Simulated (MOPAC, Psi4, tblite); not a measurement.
Interaction energy of H4O4Si ··· H3ClSi (SMILES O[Si](O)(O)O and [SiH3]Cl). Monomers: optimised at B3LYP-D3(BJ) (def2-TZVP), held rigid. Orientation: lowest of the rigid-body minima from ten starts at GFN2-xTB. R is the distance of the centres of mass, along which the second monomer moves.

Levels: AM1, restricted, heats of formation (MOPAC); GFN2-xTB (tblite); PM7, restricted, heats of formation (MOPAC); SAPT0/jun-cc-pVDZ, frozen core (Psi4).

Interaction energies in kJ/mol; the last columns give the difference from SAPT0:

| R / Å | AM1 | GFN2-xTB | PM7 | SAPT0/jun-cc-pVDZ | AM1 − SAPT0/jun-cc-pVDZ | GFN2-xTB − SAPT0/jun-cc-pVDZ | PM7 − SAPT0/jun-cc-pVDZ |
|---|---|---|---|---|---|---|---|
| 3.28 | 68.02 | 25.25 | 70.42 | 75.19 | -7.17 | -49.94 | -4.77 |
| 3.50 | 18.90 | -8.81 | 27.15 | 22.74 | -3.84 | -31.55 | 4.41 |
| 3.73 | 8.09 | -20.76 | 2.18 | -2.34 | 10.43 | -18.41 | 4.53 |
| 3.89 | 7.52 | -22.28 | -7.50 | -10.09 | 17.61 | -12.18 | 2.60 |
| 4.10 | 4.79 | -20.89 | -13.81 | -13.90 | 18.69 | -6.99 | 0.08 |
| 4.33 | -0.04 | -17.93 | -15.37 | -13.89 | 13.84 | -4.04 | -1.48 |
| 4.61 | -2.77 | -14.23 | -13.44 | -11.67 | 8.90 | -2.56 | -1.77 |
| 4.86 | -2.62 | -11.45 | -10.57 | -9.32 | 6.70 | -2.13 | -1.25 |
| 5.40 | -1.63 | -7.19 | -5.46 | -5.34 | 3.71 | -1.85 | -0.11 |
| 6.10 | -1.01 | -4.05 | -2.61 | -2.62 | 1.61 | -1.43 | 0.01 |
| 7.09 | -0.54 | -1.97 | -1.16 | -1.09 | 0.55 | -0.88 | -0.07 |
| 8.41 | -0.28 | -0.91 | -0.52 | -0.42 | 0.14 | -0.49 | -0.10 |

AM1 is furthest from SAPT0/jun-cc-pVDZ at 4.10 (18.69 kJ/mol, above); its mean absolute difference over the points is 7.77 kJ/mol.

GFN2-xTB is furthest from SAPT0/jun-cc-pVDZ at 3.28 (-49.94 kJ/mol, below); its mean absolute difference over the points is 11.04 kJ/mol.

PM7 is furthest from SAPT0/jun-cc-pVDZ at 3.28 (-4.77 kJ/mol, below); its mean absolute difference over the points is 1.76 kJ/mol.
